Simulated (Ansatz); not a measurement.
Saddle point of AlH2Cl3, closed shell (AlCl₃ ([Cl][Al]([Cl])[Cl]) + H₂ → AlHCl₂ ([Cl][AlH][Cl]) + HCl (still joined by a long Al–Cl bond); bonds formed: Al1–H6, Cl2–H5; bonds broken: H5–H6; bonds weakened to dative contacts: Al1–Cl2), PBE0-D4/def2-TZVP structure:

```
6
angstrom
Al 0.0507 -0.5335 0.0917
Cl 0.5893 1.6624 -0.7433
Cl -0.3757 -1.7608 -1.5346
Cl 1.4850 -1.0613 1.5051
H -0.5464 1.3315 0.0281
H -1.2028 0.3616 0.6531
```

Energies are electronic, without zero-point energy. Barriers and step energies count from the start structure reached by relaxing down the imaginary mode; all methods use the PBE0-D4 structures, on which another method's saddle can fall below an end. Ansatz 0.2.0; basis: def2-TZVPP, with def2-QZVPP for the basis limit; cores frozen in the correlated methods. B3LYP uses VWN-RPA correlation. Extrapolation: Hartree–Fock as exp(−7.88 √X), correlation as X^−2.97.

```json
{"method": "SPW92", "barrier (kJ/mol)": "101.5", "step energy (kJ/mol)": "102.6"}
{"method": "PBE-D4", "barrier (kJ/mol)": "121.3", "step energy (kJ/mol)": "108.9"}
{"method": "BLYP-D4", "barrier (kJ/mol)": "132.8", "step energy (kJ/mol)": "110.3"}
{"method": "r2SCAN-D4", "barrier (kJ/mol)": "?", "step energy (kJ/mol)": "117.8"}
{"method": "B97M-V", "barrier (kJ/mol)": "133.1", "step energy (kJ/mol)": "105.5"}
{"method": "PBE0-D4", "barrier (kJ/mol)": "132.1", "step energy (kJ/mol)": "110.4"}
{"method": "B3LYP-D4", "barrier (kJ/mol)": "140.1", "step energy (kJ/mol)": "111.2"}
{"method": "r2SCAN0-D4", "barrier (kJ/mol)": "140.1", "step energy (kJ/mol)": "117.0"}
{"method": "BHLYP-D4", "barrier (kJ/mol)": "152.8", "step energy (kJ/mol)": "112.5"}
{"method": "CAM-B3LYP-D4", "barrier (kJ/mol)": "142.2", "step energy (kJ/mol)": "108.8"}
{"method": "wB97X-V", "barrier (kJ/mol)": "145.4", "step energy (kJ/mol)": "109.8"}
{"method": "wB97M-V", "barrier (kJ/mol)": "145.5", "step energy (kJ/mol)": "110.7"}
{"method": "B2PLYP", "barrier (kJ/mol)": "?", "step energy (kJ/mol)": "113.2"}
{"method": "PBE-QIDH", "barrier (kJ/mol)": "?", "step energy (kJ/mol)": "114.1"}
{"method": "RPA on PBE", "barrier (kJ/mol)": "141.0", "step energy (kJ/mol)": "102.5"}
{"method": "HF", "barrier (kJ/mol)": "178.3", "step energy (kJ/mol)": "111.5"}
{"method": "MP2", "barrier (kJ/mol)": "150.0", "step energy (kJ/mol)": "117.8"}
{"method": "CCSD", "barrier (kJ/mol)": "151.1", "step energy (kJ/mol)": "109.0"}
{"method": "CCSD(T)", "barrier (kJ/mol)": "146.5", "step energy (kJ/mol)": "110.1"}
```

(1) Fill in the withheld barriers. (Judge from chemistry; the value comes from the calculation.)

T1 diagnostic: at most 0.009. The end structure is not quite a true minimum (one mode of 84i cm⁻¹).

Answers

(1) By the calculation: PBE-QIDH 143.6; r2SCAN-D4 132.9; B2PLYP 145.4 kJ/mol. Each is the energy of the saddle less that of the start structure, by the same method.

For comparison, the barrier by CCSD(T) at an estimated basis limit (MP2 extrapolated from triple and quadruple zeta, plus CCSD(T) − MP2 in triple zeta) is 150.2 kJ/mol.

Labels in which every atom is bracketed show which atoms are joined, not bond orders.

For scale, one of the runs: CCSD(T)/def2-TZVPP, 196 basis functions (an equivalent command: `ansatz run in.yaml --threads 4`). Hardware: 4 CPU threads, shared host. Wall time 31 s; peak host memory 2 GiB.
